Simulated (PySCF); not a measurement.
Changing a parent structure: helicene

All values: TDA PBE0/6-31G*, gas phase, PySCF SCF with an in-house response code, fitting set def2-universal-JFIT up to Ne and JKFIT beyond, grid level 1 (kernel 0), vertical, one conformer each, geometries GFN2-xTB; core orbitals frozen in the response, virtual orbitals above 1.5 Eh left out. The lowest 6 singlets were sought, and the brightest is taken among them. The runs took 0.3 to 7 CPU minutes each on shared server CPUs.

The basis has no diffuse functions, so the polarisability comes out too low.

Parent: [4]helicene (C18H12), SMILES c1ccc2c(c1)ccc1ccc3ccccc3c12.

| Quantity | Value |
| --- | --- |
| HOMO-LUMO gap | 4.59 eV |
| S1 | 3.81 eV |
| polarisability | 190 bohr³ |
| LUMO | -1.18 eV |
| T1 (TDA) | 2.79 eV |

Q: One of these relatives shows the changes HOMO-LUMO gap -0.94 eV, S1 -1.00 eV, polarisability +214 bohr³, LUMO -0.40 eV, T1 (TDA) -0.45 eV against the parent. Which?
A. c1ccc2c(c1)ccc1ccc3ccc4ccc5ccc6ccc7ccc8ccc9ccccc9c8c7c6c5c4c3c12
B. c1ccc2c(c1)ccc1ccc3ccc4ccc5ccc6ccccc6c5c4c3c12
C. c1ccc2c(c1)ccc1ccc3ccc4ccc5ccc6ccc7ccccc7c6c5c4c3c12

A: A.

Q: Give the changes for all of them.

A: 
```csv
relative,change of HOMO-LUMO gap / eV,change of S1 / eV,change of polarisability / bohr³,change of LUMO / eV,change of T1 (TDA) / eV
c1ccc2c(c1)ccc1ccc3ccc4ccc5ccc6ccc7ccccc7c6c5c4c3c12,-0.66,-0.75,+147,-0.31,-0.35
c1ccc2c(c1)ccc1ccc3ccc4ccc5ccc6ccccc6c5c4c3c12,-0.40,-0.61,+114,-0.22,-0.28
c1ccc2c(c1)ccc1ccc3ccc4ccc5ccc6ccc7ccc8ccc9ccccc9c8c7c6c5c4c3c12,-0.94,-1.00,+214,-0.40,-0.45
```
